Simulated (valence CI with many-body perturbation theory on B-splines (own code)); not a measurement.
**Hyperfine factors and g values of Pr XXVII**

Calculated by valence CI with perturbative core correlation (CI+MBPT): five valence electrons over a frozen Dirac-Fock core [Ar] 3d10, a basis of 9 s, 9 p, 8 d, 6 f, 3 g, 1 h functions for each j, with the one-electron correlation potential Σ1, the two-electron term Σ2, the three-electron term Σ3, Breit, model QED; selected CI, second order for the rest (own B-spline code, finite nucleus).

No measured spectrum was set against this ion. As an estimate, large intervals hold to a few tenths of a per cent, small ones and those within an open d or f shell to about a per cent. Among the levels kept, up to 270 cm⁻¹ of a level comes from second order outside the variational space, and about a tenth of that is noise between levels of different J, which matters for small intervals.

A/g_I is the dipole constant over the nuclear g factor μ/I (μ in nuclear magnetons, uniformly magnetised nucleus), B/Q the quadrupole constant per barn. Both hold the static response of the core; the bare values leave it out. Large factors of s and p1/2 electrons are usually good to 5 to 10 %; those of open d and f shells near neutrality can be off by tens of per cent, and small factors of p3/2, d and f electrons come from cancelling terms and can be off by a factor of two or in sign, in half-filled shells by more. B is blank for J = 1/2, where it vanishes, and for nearly pure S terms. Energies count from the lowest level.

Levels are named by their leading jj configuration (3d3/2^4 stands for four electrons in 3d with j = 3/2), which in mixed levels can hold well under half, so a name can repeat and another be missing. Letters in brackets count levels of one name in rising energy.

```tsv
Level	E (cm⁻¹)	g	A/g_I (MHz)	A/g_I bare	B/Q (MHz/b)	B/Q bare
(4s^2 4p1/2^2 4p3/2) J=3/2	0	1.435	19500	18400	34200	32700
(4s^2 4p1/2 4p3/2^2) J=3/2	189010	1.416	-1980	-2090	10900	10400
(4s^2 4p1/2 4p3/2^2) J=5/2	219310	1.198	46500	44500	-201	-185
(4s^2 4p1/2 4p3/2^2) J=1/2	258020	0.663	146000	140000		
(4s^2 4p3/2^3) J=3/2	450940	1.278	22500	21500	-45000	-43000
(4s 4p1/2^2 4p3/2^2) J=5/2	678920	1.519	106000	102000	17100	16300
(4s 4p1/2^2 4p3/2^2) J=3/2	752130	1.217	-33100	-31700	-22900	-21900
(4s 4p1/2^2 4p3/2^2) J=1/2	764870	2.286	409000	392000		
(4s^2 4p1/2^2 4d3/2) J=3/2	839020	0.863	16500	16100	5470	5280
(4s 4p1/2 4p3/2^3) J=3/2	898200	1.333	60000	57600	-30800	-29400
(4s^2 4p1/2^2 4d5/2) J=5/2	899830	1.182	7430	7370	9630	9280
(4s 4p1/2 4p3/2^3) J=5/2	934110	1.272	120000	115000	-52900	-50500
(4s 4p1/2 4p3/2^3) J=1/2	972340	1.151	-39200	-37400		
(4s^2 4p1/2 4p3/2 4d3/2) J=3/2 [a]	976820	1.062	26700	25700	-8970	-8550
(4s^2 4p1/2 4p3/2 4d3/2) J=5/2 [a]	1010200	0.943	36500	35100	-11600	-11000
(4s^2 4p1/2 4p3/2 4d3/2) J=1/2 [a]	1032200	0.469	53000	51100		
(4s^2 4p1/2 4p3/2 4d3/2) J=7/2	1033400	1.098	32100	30900	22900	22000
(4s^2 4p1/2 4p3/2 4d3/2) J=3/2 [b]	1051900	1.066	3800	3800	-12900	-12300
(4s^2 4p1/2 4p3/2 4d5/2) J=7/2 [a]	1052100	1.311	-3490	-3230	45000	43100
(4s^2 4p1/2 4p3/2 4d5/2) J=9/2	1083200	1.220	24700	23800	27000	25900
(4s^2 4p1/2 4p3/2 4d5/2) J=5/2 [a]	1096500	1.225	16800	16300	-8790	-8350
(4s^2 4p1/2 4p3/2 4d5/2) J=3/2 [a]	1105100	1.152	-4380	-4140	-95.8	-93.9
(4s^2 4p1/2 4p3/2 4d3/2) J=5/2 [b]	1131900	1.299	23400	22600	-4180	-4000
(4s^2 4p1/2 4p3/2 4d3/2) J=1/2 [b]	1136700	2.022	52200	49900		
(4s^2 4p1/2 4p3/2 4d3/2) J=3/2 [c]	1140900	1.483	19200	18600	-11700	-11200
(4s^2 4p1/2 4p3/2 4d5/2) J=7/2 [b]	1147100	1.063	27900	26900	22300	21300
(4s^2 4p1/2 4p3/2 4d5/2) J=3/2 [b]	1180100	0.856	37900	36700	13200	12700
(4s 4p3/2^4) J=1/2	1184000	1.286	221000	212000		
(4s^2 4p1/2 4p3/2 4d5/2) J=5/2 [b]	1184600	1.128	15.6	112	25400	24400
(4s^2 4p1/2 4p3/2 4d5/2) J=1/2	1220800	1.184	47100	45500		
(4s^2 4p3/2^2 4d5/2) J=7/2	1280300	1.253	11600	11300	8590	8240
(4s^2 4p3/2^2 4d5/2) J=9/2	1291900	1.221	12900	12400	31600	30200
(4s^2 4p3/2^2 4d3/2) J=1/2	1298500	1.094	10300	9290		
(4s^2 4p3/2^2 4d3/2) J=3/2 [a]	1308400	1.141	15800	15100	-17100	-16400
(4s^2 4p3/2^2 4d3/2) J=5/2	1314100	1.210	23100	22300	-9290	-8890
(4s^2 4p3/2^2 4d3/2) J=7/2	1343500	1.107	18400	17700	105	214
(4s^2 4p3/2^2 4d5/2) J=5/2 [a]	1367900	1.205	5820	5810	52800	50500
(4s^2 4p3/2^2 4d3/2) J=3/2 [b]	1371700	1.030	11100	11000	7630	7360
(4s^2 4p3/2^2 4d5/2) J=1/2	1397700	1.831	117000	113000		
(4s^2 4p3/2^2 4d5/2) J=3/2	1425700	1.042	9230	9130	5500	5280
```

(1) Take the isotope of mass number 141, with I = 5/2, μ = 4.266 μN and Q = -0.0589 b. What is the hyperfine structure of (4s^2 4p3/2^3) J=3/2?

## Answers

(1) From the table A = 38400 MHz, B = 2650 MHz. Shifts from the centre of gravity in MHz: F = 1: -200000, F = 2: -125000, F = 3: -11100, F = 4: 145000.
